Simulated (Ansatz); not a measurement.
Consider the ligand exchange at the Si–N bond: `CN(C)[SiH2]O` + `CO[SiH](O)O` → `CO[SiH](O)O[SiH2]O` + dimethylamine.

Calculated with Ansatz (gas phase, PBE0-D4/def2-TZVP geometries, no zero-point term in ΔE). CCSD(T)/CBS adds triple-zeta CCSD(T) − MP2 to the extrapolated MP2 energy (def2 sets, frozen cores). Functionals use def2-TZVPP. B3LYP here is the variant with VWN-RPA as its local correlation; programs differ in this. Each species was taken in one conformer, which may not be the lowest.

```csv
level,ΔE (kJ/mol),difference from CCSD(T)/CBS
PBE-D4,-56.5,9.7
r2SCAN-D4,-66.6,-0.4
PBE0-D4,-61.4,4.8
B3LYP-D4,-67.1,-0.9
ωB97X-V,-66.0,0.2
ωB97M-V,-65.0,1.2
B2PLYP,-66.6,-0.4
PBE,-56.2,10.0
r2SCAN,-66.4,-0.2
PBE0,-61.0,5.2
B3LYP,-66.6,-0.4
HF/def2-TZVPP,-81.1,-14.9
MP2/def2-TZVPP,-63.0,3.2
SCS-MP2/def2-TZVPP,-66.4,-0.2
CCSD/def2-TZVPP,-68.0,-1.8
CCSD(T)/def2-TZVPP,-65.8,0.4
HF/def2-QZVPP,-82.4,-16.2
MP2/def2-QZVPP,-63.7,2.5
SCS-MP2/def2-QZVPP,-67.0,-0.8
HF/CBS(def2),-82.6,-16.4
MP2/CBS(def2),-63.4,2.8
CCSD/CBS(def2),-68.4,-2.2
CCSD(T)/CBS,-66.2,0
```

Largest T1 diagnostic among the species: 0.012.

From PBE to PBE0 (25 % exact exchange), in def2-TZVPP and without D4, ΔE moves by −4.8 kJ/mol. In def2-TZVPP, CCSD(T) changes the Hartree–Fock value by +15.2 kJ/mol (the triples alone add +2.2 kJ/mol) and MP2 by +18.1 kJ/mol.
